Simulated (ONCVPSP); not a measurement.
**Ca: excitation energies, all-electron against ONCV**

ONCVPSP 4.0.1 input, shortened (lines: element, Z, core and valence counts, functional; n l f; lmax; l rc ep ncon nbas qcut; lloc lpopt rc5 dvloc0; l nproj debl; icmod fcfact rcfact), LDA (Perdew-Wang 92), scalar-relativistic:

```
  Ca 20.00    3    3  -001012      upf
    1    0    2.00
    2    0    2.00
    2    1    6.00
    3    0    2.00
    3    1    6.00
    4    0    1.75
    2
    0    2.30    0.00    5   10    6.80
    1    1.60    0.00    4    8    7.90
    2    2.45    0.21    4    8    3.60
    4    3    1.45    0.00
    0    2    0.90
    1    2    2.40
    2    2    1.30
    1    0.60    0.00
```

In the d channel the program set the typed energies aside and used -0.133, 1.167 Ha.

Energies are relative to the spin-unpolarised reference configuration 3s2 3p6 4s1.75; without spin polarisation the order of configurations can differ from experiment.

| valence configuration | charge | ΔE all-electron (eV) | error AE − PS (meV) |
| --- | --- | --- | --- |
| 3s2 3p6 4s2 | 0 | -1.122 | 0.0 |
| 3s2 3p6 4s1 | +1 | 5.336 | -0.4 |
| 3s2 3p6 4s0 | +2 | 17.282 | -2.6 |
| 3s2 3p6 4s1.5 | +0.5 | 1.442 | -0.1 |

Levels in the configuration 3s2 3p6 4s0:

```csv
level,all-electron (eV),pseudo (eV)
3s,-62.075,-62.110
3p,-43.121,-43.130
```
